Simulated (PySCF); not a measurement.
Isomers of C6H9ClSi.

All values: wB97X-D/def2-SVPD (PySCF) at GFN2-xTB geometries, gas phase, one conformer each. Core orbitals are frozen in the response; Δα² is half the sum of the squared differences of the principal polarisabilities.

Question: Rank by mean static polarisability, highest first.
A. `[CH3:1][C:2]#[C:3][C@H:4]1[CH2:5][Si@@H:6]([Cl:7])[CH2:8]1` with C3–C4–C5–Si6 134°, C4–C5–Si6–Cl7 -125°, C5–Si6–C8–C4 10°, C3–C4–C8–Si6 -134°
B. `[CH3:1][C:2]#[C:3][Si@@H:4]([Cl:5])[CH:6]1[CH2:7][CH2:8]1` with C3–Si4–C6–C7 1°
C. `[CH2:1]=[C:2]1[SiH2:3][C@@H:4]([Cl:5])/[C:6]1=[CH:7]/[CH3:8]` with C1–C2–Si3–C4 -161°, C2–Si3–C4–Cl5 -128°, Si3–C4–C6–C7 -161°, C1–C2–C6–C4 160°
D. `[CH2:1]=[CH:2][CH2:3][C:4]#[C:5][SiH2:6][CH2:7][Cl:8]` with C1–C2–C3–C4 122°, C5–Si6–C7–Cl8 180°
E. `[CH2:1]=[CH:2]/[CH:3]=[C:4](\[CH:5]=[CH2:6])[SiH2:7][Cl:8]` with C1–C2–C3–C4 180°, C3–C4–C5–C6 178°, C3–C4–Si7–Cl8 117°
F. `[CH2:1]=[CH:2][C:3]1=[CH:4][CH2:5][Si@H:6]([Cl:7])[CH2:8]1` with C1–C2–C3–C4 179°

Answer: E (18.44 Å³), D (16.91 Å³), C (16.66 Å³), F (16.21 Å³), A (15.91 Å³), B (15.67 Å³).

Question: Rank by polarisability anisotropy Δα, highest first.
A. `[CH3:1][C:2]#[C:3][C@H:4]1[CH2:5][Si@@H:6]([Cl:7])[CH2:8]1` with C3–C4–C5–Si6 134°, C4–C5–Si6–Cl7 -125°, C5–Si6–C8–C4 10°, C3–C4–C8–Si6 -134°
B. `[CH2:1]=[CH:2]/[CH:3]=[C:4](/[CH:5]=[CH2:6])[SiH2:7][Cl:8]` with C1–C2–C3–C4 -179°, C3–C4–C5–C6 -166°, C3–C4–Si7–Cl8 89°
C. `[CH3:1][C:2]#[C:3][C@H:4]1[CH2:5][Si@H:6]([Cl:7])[CH2:8]1` with C3–C4–C5–Si6 110°, C4–C5–Si6–Cl7 121°, C5–Si6–C8–C4 -7°, C3–C4–C8–Si6 -110°
D. `[CH2:1]=[C:2]1[SiH2:3][C@@H:4]([Cl:5])/[C:6]1=[CH:7]/[CH3:8]` with C1–C2–Si3–C4 -161°, C2–Si3–C4–Cl5 -128°, Si3–C4–C6–C7 -161°, C1–C2–C6–C4 160°
E. `[CH3:1][C:2]#[C:3][Si@@H:4]([Cl:5])[CH:6]1[CH2:7][CH2:8]1` with C3–Si4–C6–C7 1°
F. `[CH2:1]=[CH:2][CH2:3][C:4]#[C:5][SiH2:6][CH2:7][Cl:8]` with C1–C2–C3–C4 122°, C5–Si6–C7–Cl8 180°

Answer: B (13.83 Å³), F (9.80 Å³), C (8.69 Å³), A (7.68 Å³), D (7.35 Å³), E (5.22 Å³).

Question: Rank by dipole moment, highest first.
A. `C=C1[SiH2][C@H](Cl)/C1=C\C`
B. `[CH2:1]=[CH:2][CH2:3][C:4]#[C:5][SiH2:6][CH2:7][Cl:8]` with C1–C2–C3–C4 122°, C5–Si6–C7–Cl8 180°
C. `[CH2:1]=[C:2]1[SiH2:3][C@@H:4]([Cl:5])/[C:6]1=[CH:7]/[CH3:8]` with C1–C2–Si3–C4 -161°, C2–Si3–C4–Cl5 -128°, Si3–C4–C6–C7 -161°, C1–C2–C6–C4 160°
D. `[CH3:1][C:2]#[C:3][C@H:4]1[CH2:5][Si@H:6]([Cl:7])[CH2:8]1` with C3–C4–C5–Si6 110°, C4–C5–Si6–Cl7 121°, C5–Si6–C8–C4 -7°, C3–C4–C8–Si6 -110°
E. `[CH3:1][C:2]#[C:3][Si@@H:4]([Cl:5])[CH:6]1[CH2:7][CH2:8]1` with C3–Si4–C6–C7 1°
F. `[CH3:1][C:2]#[C:3][C@H:4]1[CH2:5][Si@@H:6]([Cl:7])[CH2:8]1` with C3–C4–C5–Si6 134°, C4–C5–Si6–Cl7 -125°, C5–Si6–C8–C4 10°, C3–C4–C8–Si6 -134°

Answer: B (3.21 D), E (2.67 D), C (2.39 D), A (2.05 D), D (1.63 D), F (1.37 D).

All values together:

```
                     SMILES  μ (D)  HOMO (eV)  LUMO (eV)  α (Å³)  Δα (Å³)
          ClCC[SiH]1C=CC=C1   1.95      -8.42       0.32   15.51     6.16
           C=CCC#C[SiH2]CCl   3.21      -9.58       1.33   16.91     9.80
    CC#C[C@H]1C[Si@H](Cl)C1   1.63      -9.04       2.00   15.82     8.69
 C=C1[SiH2][C@H](Cl)/C1=C\C   2.05      -8.42       0.06   16.77     7.19
       C=CC1=CC[Si@H](Cl)C1   1.40      -8.38       0.96   16.21     7.80
      C=C/C=C(/C=C)[SiH2]Cl   1.80      -8.23      -0.18   18.48    13.83
       CC#C[Si@@H](Cl)C1CC1   2.67      -9.71       1.45   15.67     5.22
C=C1[SiH2][C@@H](Cl)/C1=C/C   2.39      -8.48       0.15   16.66     7.35
   CC#C[C@H]1C[Si@@H](Cl)C1   1.37      -9.01       2.01   15.91     7.68
      C=C/C=C(\C=C)[SiH2]Cl   2.08      -8.30      -0.14   18.44    14.03
```

Conformers: `[Cl:1][CH2:2][CH2:3][SiH:4]1[CH:5]=[CH:6][CH:7]=[CH:8]1` with Cl1–C2–C3–Si4 -50°, C2–C3–Si4–C5 -167°; `[CH2:1]=[CH:2][CH2:3][C:4]#[C:5][SiH2:6][CH2:7][Cl:8]` with C1–C2–C3–C4 122°, C5–Si6–C7–Cl8 180°; `[CH3:1][C:2]#[C:3][C@H:4]1[CH2:5][Si@H:6]([Cl:7])[CH2:8]1` with C3–C4–C5–Si6 110°, C4–C5–Si6–Cl7 121°, C5–Si6–C8–C4 -7°, C3–C4–C8–Si6 -110°; `[CH2:1]=[CH:2][C:3]1=[CH:4][CH2:5][Si@H:6]([Cl:7])[CH2:8]1` with C1–C2–C3–C4 179°; `[CH2:1]=[CH:2]/[CH:3]=[C:4](/[CH:5]=[CH2:6])[SiH2:7][Cl:8]` with C1–C2–C3–C4 -179°, C3–C4–C5–C6 -166°, C3–C4–Si7–Cl8 89°; `[CH3:1][C:2]#[C:3][Si@@H:4]([Cl:5])[CH:6]1[CH2:7][CH2:8]1` with C3–Si4–C6–C7 1°; `[CH2:1]=[C:2]1[SiH2:3][C@@H:4]([Cl:5])/[C:6]1=[CH:7]/[CH3:8]` with C1–C2–Si3–C4 -161°, C2–Si3–C4–Cl5 -128°, Si3–C4–C6–C7 -161°, C1–C2–C6–C4 160°; `[CH3:1][C:2]#[C:3][C@H:4]1[CH2:5][Si@@H:6]([Cl:7])[CH2:8]1` with C3–C4–C5–Si6 134°, C4–C5–Si6–Cl7 -125°, C5–Si6–C8–C4 10°, C3–C4–C8–Si6 -134°; `[CH2:1]=[CH:2]/[CH:3]=[C:4](\[CH:5]=[CH2:6])[SiH2:7][Cl:8]` with C1–C2–C3–C4 180°, C3–C4–C5–C6 178°, C3–C4–Si7–Cl8 117°.
